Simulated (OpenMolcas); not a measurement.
# What dynamic correlation does to the levels of S3+

```json
{
  "Program": "OpenMolcas",
  "Basis": "ANO-R2 [5s4p3d1f]",
  "Scalar Hamiltonian": "X2C, finite nucleus",
  "Active space": "3 electrons in 9 orbitals (RAS2 3s 3p; RAS3 3d, at most 2 electrons)",
  "State averaging": "2S+1 = 4 odd, 1 root; 2S+1 = 2 odd, 11 roots; 2S+1 = 4 even, 3 roots; 2S+1 = 2 even, 9 roots",
  "Spin-orbit coupling": "RASSI with atomic mean-field integrals over the reference wave functions, term energies averaged over their components"
}
```

Methods on the same reference wave functions:
A. RASSCF
B. SS-RASPT2, IPEA 0.25 Eh, imaginary shift 0.1 Eh (closed shells correlated: 2s 2p)
C. MS-RASPT2, IPEA 0.25 Eh, imaginary shift 0.1 Eh (closed shells correlated: 2s 2p)
D. XMS-RASPT2, IPEA 0.25 Eh, imaginary shift 0.1 Eh (closed shells correlated: 2s 2p)

Energies in eV above 3s2 3p 2P* 1/2, the measured ground level; measured values from NIST levels in Podobedova, Kelleher and Wiese, J. Phys. Chem. Ref. Data 38, 171 (2009).

```csv
Level,A,B,C,D,Measured
3s2 3p 2P* 1/2,0.0000,0.0000,0.0000,0.0000,0.0000
3s2 3p 2P* 3/2,0.1040,0.1040,0.1043,0.1043,0.1180
3s 3p2 4P 1/2,8.5025,8.692,8.695,8.718,8.8257
3s 3p2 4P 3/2,8.5393,8.729,8.732,8.755,8.8684
3s 3p2 4P 5/2,8.5990,8.789,8.792,8.815,8.9361
3s 3p2 2D 3/2,11.6547,11.604,11.606,11.622,11.6673
3s 3p2 2D 5/2,11.6579,11.607,11.610,11.626,11.6731
3s 3p2 2S 1/2,15.6586,15.338,15.341,15.371,15.3132
```

Deviations, from unrounded energies. A percentage is the sum of absolute deviations over the sum of measured energies, with the sign that they share, or ± where signs differ.

| Against measurement | Levels | A | B | C | D |
| --- | --- | --- | --- | --- | --- |
| mean absolute deviation (cm-1) | 7 | 1600 | 680 | 670 | 580 |
| fine structure of the ground term (%) | 1 | -11.9 | -11.9 | -11.6 | -11.6 |
| other configurations (%) | 6 | ±2.1 | ±0.9 | ±0.9 | ±0.8 |

D lies closest to measurement on these levels and A furthest from it. The largest miss of D in the table is 3s 3p2 4P 5/2, by -980 cm-1. The ranking rests on the paired levels alone, and a cruder setting can come out closer through cancelling errors.

Among B to D the level of the table that moves most is 3s 3p2 2S 1/2, by 260 cm-1 (lowest in B, highest in D). Moves below CASPT2's spread within the term are not significant.

The lowest spin-free term lies below A's lowest term by 0.200 hartree in B, 0.200 hartree in C, 0.201 hartree in D.

CASPT2 does not keep the components of a term degenerate, so their means are used; among the terms shown or strongly mixed into the levels shown the widest spread is 55 cm-1 (3s 3p2 2D, D). Active for correlation alone: 3d; no level in the range computed is led by a configuration that fills it, so any true level of that kind is missing. Some terms mix strongly with configurations of 3d, whose occupation reaches 0.19 (3s 3p2 2D). Measured partners are found by configuration, term and J. A level has none where our copy of the source lacks it or the pairing is in doubt (some pairs that miss far off the trend of their configuration count as doubtful), and it then counts in no deviation. Only configurations of the active space appear. Levels that lie high or do not pair safely by name in every column are left out.

* marks odd parity.
